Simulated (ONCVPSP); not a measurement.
## Mg (Z = 12) ONCV: all-electron and pseudo phase curves

```json
{
 "Element": "magnesium (Mg)",
 "Generator": "ONCVPSP 4.0.1",
 "Type": "optimised norm-conserving Vanderbilt (ONCV)",
 "Functional": "PW91",
 "Relativity": "scalar-relativistic",
 "Frozen core": "[He]",
 "Valence charge": "10",
 "Reference configuration": "2s2 2p6 3s2",
 "Partial waves": "2s+3s: rc 1.05 bohr, ncon 3, nbas 7, qcut 9.1 1/bohr, 2 projectors; 2p: rc 0.80 bohr, ncon 4, nbas 7, qcut 16.7 1/bohr, 3 projectors, debl 1.7 Ha; d scattering state at 0.1 Ha: rc 0.80 bohr, ncon 3, nbas 8, qcut 14.2 1/bohr, local",
 "Local potential": "the d channel",
 "Core correction": "none"
}
```

In the p channel the program set the typed energies aside and used -1.718, 0.250, 1.950 Ha.

The phase is arctan(r·R′/R) of the radial function R(r), unwrapped; energies in Ha, scanned from -4 to 5 Ha. A pole is an energy at which the radial function vanishes at the test radius. The pseudo phase is shifted by a multiple of π to meet the all-electron one at the reference energy, and phase errors are pseudo minus all-electron; the curves can meet again beyond the range given. Levels narrower than the energy grid can be missing from the lists of poles.

Problem. For each channel, where are the poles, and over which energies does the pseudopotential scatter like the atom?

Solution.

```csv
channel,radius (bohr),reference energy (Ha),"poles, all-electron","poles, pseudo",unbroken range about the reference energy with phases within 0.05 rad,phase error 1 Ha above the reference energy (rad)
s,1.07,-0.17,-1.67,-1.67,the whole range,-0.000
p,0.81,-1.72,1.36,1.36,the whole range,-0.000
d,0.81,0.10,none,none,the whole range,+0.000
```

Phases in the p channel:

| E (Ha) | all-electron | pseudo |
| --- | --- | --- |
| -3.98 | 0.017 | 0.017 |
| -3.74 | -0.121 | -0.121 |
| -3.50 | -0.264 | -0.264 |
| -3.26 | -0.407 | -0.406 |
| -3.02 | -0.543 | -0.543 |
| -2.78 | -0.670 | -0.670 |
| -2.54 | -0.786 | -0.786 |
| -2.30 | -0.888 | -0.888 |
| -2.06 | -0.978 | -0.978 |
| -1.82 | -1.057 | -1.057 |
| -1.58 | -1.127 | -1.127 |
| -1.34 | -1.188 | -1.188 |
| -1.10 | -1.241 | -1.241 |
| -0.86 | -1.289 | -1.289 |
| -0.62 | -1.332 | -1.332 |
| -0.38 | -1.370 | -1.370 |
| -0.14 | -1.405 | -1.405 |
| 0.10 | -1.437 | -1.437 |
| 0.34 | -1.466 | -1.466 |
| 0.58 | -1.493 | -1.493 |
| 0.82 | -1.519 | -1.519 |
| 1.06 | -1.543 | -1.543 |
| 1.30 | -1.565 | -1.565 |
| 1.54 | -1.587 | -1.587 |
| 1.78 | -1.607 | -1.607 |
| 2.02 | -1.627 | -1.627 |
| 2.26 | -1.647 | -1.647 |
| 2.50 | -1.666 | -1.666 |
| 2.74 | -1.685 | -1.685 |
| 2.98 | -1.703 | -1.703 |
| 3.22 | -1.722 | -1.722 |
| 3.46 | -1.741 | -1.741 |
| 3.70 | -1.760 | -1.760 |
| 3.94 | -1.779 | -1.779 |
| 4.18 | -1.799 | -1.799 |
| 4.42 | -1.819 | -1.819 |
| 4.66 | -1.840 | -1.840 |
| 4.90 | -1.862 | -1.862 |
